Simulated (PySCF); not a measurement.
H2Te, charge +1, multiplicity 2. Atoms are numbered in the order given.

```xyz
3

Te     0.0000     0.0000    -0.0435
H      0.0000     1.1829     1.1304
H      0.0000    -1.1829     1.1304
```
Charge +1, spin multiplicity 2.

The structure is a stationary point at PBE0-D3(BJ)/def2-TZVPD. The def2 effective core potentials stand for the cores of Te; spin–orbit coupling is left out.

Computed with TDA-PBE/def2-TZVPD (PySCF).

Vertical excitations. 

```json
[
 {"state": "root 1", "energy (eV)": "3.08", "λ (nm)": "403", "f": "0.004", "main pairs": "β HOMO→LUMO 99 %"},
 {"state": "root 2", "energy (eV)": "4.21", "λ (nm)": "295", "f": "0.000", "main pairs": "β HOMO−1→LUMO 97 %"},
 {"state": "root 3", "energy (eV)": "5.59", "λ (nm)": "222", "f": "0.000", "main pairs": "α HOMO→LUMO 97 %"},
 {"state": "root 4", "energy (eV)": "6.50", "λ (nm)": "191", "f": "0.000", "main pairs": "α HOMO−1→LUMO 45 %, β HOMO→LUMO+1 52 %"},
 {"state": "root 5", "energy (eV)": "6.62", "λ (nm)": "187", "f": "0.000", "main pairs": "α HOMO→LUMO+1 98 %"},
 {"state": "root 6", "energy (eV)": "7.24", "λ (nm)": "171", "f": "0.000", "main pairs": "α HOMO−2→LUMO 28 %, α HOMO−1→LUMO+1 21 %, β HOMO−1→LUMO+1 29 %, β HOMO→LUMO+2 21 %"},
 {"state": "root 7", "energy (eV)": "8.14", "λ (nm)": "152", "f": "0.000", "main pairs": "α HOMO−1→LUMO+1 29 %, α HOMO−2→LUMO 22 %, β HOMO→LUMO+2 28 %, β HOMO−1→LUMO+1 21 %"},
 {"state": "root 8", "energy (eV)": "8.27", "λ (nm)": "150", "f": "0.054", "main pairs": "α HOMO−1→LUMO 42 %, α HOMO−2→LUMO+1 8 %, α HOMO→LUMO+4 7 %, β HOMO→LUMO+1 34 %, β HOMO−1→LUMO+2 7 %"},
 {"state": "root 9", "energy (eV)": "8.67", "λ (nm)": "143", "f": "0.031", "main pairs": "α HOMO−1→LUMO+1 34 %, α HOMO−2→LUMO 15 %, β HOMO→LUMO+2 36 %, β HOMO−1→LUMO+1 15 %"},
 {"state": "root 10", "energy (eV)": "8.93", "λ (nm)": "139", "f": "0.000", "main pairs": "α HOMO−2→LUMO+1 52 %, β HOMO−1→LUMO+2 44 %"}
]
```
Unrestricted roots are not spin-pure.
